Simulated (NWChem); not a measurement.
Two isomers of C3H7NSi, each optimised at PBE0/def2-SVP with NWChem. Flexible species stand in one conformer each, which need not be the lowest. For one or both, no frequency run checked for a minimum.

A: C(=C=C)([SiH3])N
B: C[Si@@H]1C=NC1

Task: Which is lower in energy, by how much, and how do their other properties compare?

Result: B is lower by 17.1 kcal/mol in electronic energy.
```csv
,A,B
highest occupied level (eV),-6.06,-6.54
orbital gap (eV),6.14,6.05
dipole (D),1.36,2.41
```
